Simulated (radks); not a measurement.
The numbers below are computed, except where a source is named.
Problem. These are the eigenvalues of the occupied orbitals of an atom or ion with whole-number occupations (Ry). Code: a radial shooting solver on a logarithmic mesh with Libxc functionals. Model: scalar-relativistic Kohn-Sham, PBE, spin-polarised, spherical densities, finite nucleus; Fermi nuclear charge, rms radius of each element as measured or else 0.836 A^(1/3) + 0.57 fm.

1s up: -4510.066
1s down: -4510.050
2s up: -772.3414
2s down: -772.3316
2p up: -681.9804
2p down: -681.9661
3s up: -181.7233
3s down: -181.6398
3p up: -154.4725
3p down: -154.3872
3d up: -121.2582
3d down: -121.1907
4s up: -43.64066
4s down: -43.47201
4p up: -34.67453
4p down: -34.50720
4d up: -22.85521
4d down: -22.68307
5s up: -12.86526
5s down: -12.59314
5p up: -10.43160
4f up: -9.77961
4f down: -9.58240

Which element is it, and in what charge state? The configuration may be excited. Open shells, if any, are filled with parallel spins first.

Solution. Z = 70, ytterbium, charge +8: Yb8+ in [Kr] 4d10 4f12 5s2 5p2. The list shows which subshells hold electrons but not how many an open one holds; the 1s level, -2255 hartree, gives Z - s = 67.2 by -(Z - s)^2/2, which with screening and relativity narrows Z to a few neighbours, and the depths of the outer levels then fix element, charge and occupations together.
